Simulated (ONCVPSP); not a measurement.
## platinum (Pt), ONCV: configuration errors across variants

```json
{"Element": "platinum", "Generator": "ONCVPSP 4.0.1", "Type": "optimised norm-conserving Vanderbilt (ONCV)", "Functional": "PBE", "Relativity": "scalar-relativistic", "Frozen core": "[Kr] 4d10 4f14", "Valence charge": "18", "Reference configuration": "5s2 5p6 5d9 6p1", "Partial waves": "5s: rc 1.45 bohr, ncon 4, nbas 8, qcut 7.6 1/bohr, 2 projectors, debl 1.2 Ha; 5p+6p: rc 2.10 bohr, ncon 3, nbas 7, qcut 7.3 1/bohr, 2 projectors; 5d: rc 2.15 bohr, ncon 3, nbas 8, qcut 8.4 1/bohr, 2 projectors, debl 3.6 Ha", "Local potential": "polynomial inside 0.90 bohr (lpopt 5, dvloc0 3 Ha)", "Core correction": "polynomial model core, fcfact 0.75"}
```

In the s channel the program set the typed energies aside and used -3.817, 0.250 Ha.

All-electron excitation energies from the reference (eV): (1) 5s2 5p6 5d9 6s1 6p0 -5.049; (2) 5s2 5p6 5d9 6p0 4.145; (3) 5s2 5p6 5d8 6p0 24.111; (4) 5s2 5p6 5d9 6s0.5 6p0 -1.355.

2 further variants failed, have other tests or another functional or relativity, and are left out.

A true bound ghost makes a file unfit for plane-wave use even where its test errors are small: the radial tests pick states by their node count and pass the ghost by.

Errors AE − PS in meV (a dash: test not solved or not reliable):

```csv
change,(1),(2),(3),(4),bound ghosts,GHOST(+) flags above zero
base,+1.3,-2.0,-4.9,+0.3,none,s
p: rc 2.64,+1.1,-2.0,-6.4,+0.2,none,"s, p"
p: nproj 3,+1.3,-2.0,-5.0,+0.3,none,"s, p"
"local potential polynomial inside 1.10 bohr (lpopt 4, dvloc0 0 Ha)",+0.9,-2.0,-4.9,+0.1,none,s
s: qcut 5.3,+2.2,-2.0,-4.9,+1.0,none,s
"all radii but the core radius scaled by about 0.85 (s 1.22, p 1.78, d 1.82 bohr); local potential polynomial inside 0.76 bohr (lpopt 5, dvloc0 3 Ha)",+1.1,-1.9,-5.2,+0.1,s,p
```

Task: Give the same row for: s: qcut 8.2; p: qcut 7.9; d: qcut 9.1.

Result: +1.3, -2.0, -5.0, +0.2; bound ghosts: none; GHOST(+) flags above zero: s.
